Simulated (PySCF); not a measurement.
Computed shifts of a molecule C₈H₆N₂S, KT2/pcSseg-1 (PySCF), GIAO, gas phase, equivalent atoms averaged, in ppm (number of nuclei): ¹³C: 160.5 (1), 146.7 (1), 146.1 (1), 141.1 (1), 131.7 (1), 119.8 (1), 118.8 (1), 117.7 (1). ¹⁵N: 340.5 (1), 330.2 (1). ¹H: 8.82 (1), 8.10 (1), 7.84 (1), 7.70 (1), 7.23 (1), 7.04 (1). References: ¹³C against TMS (σ = 185.1 ppm); ¹⁵N against NH3 (σ = 266.2 ppm); ³³S against H2S (σ = 723.0 ppm); ¹H against TMS (σ = 31.47 ppm), references at their B3LYP-D3(BJ)/def2-TZVP geometries, non-relativistic. The structure is a stationary point at PBE0-D3(BJ)/def2-SVP. One conformer was computed; it need not be the lowest.

**Question.** Which molecule gave these data?
A. c1cncc(-c2cncs2)c1
B. C=Cc1cccc2nsnc12
C. c1cnc(-c2cccs2)nc1
D. c1ccc(-c2nccs2)nc1

**Answer.** D, c1ccc(-c2nccs2)nc1
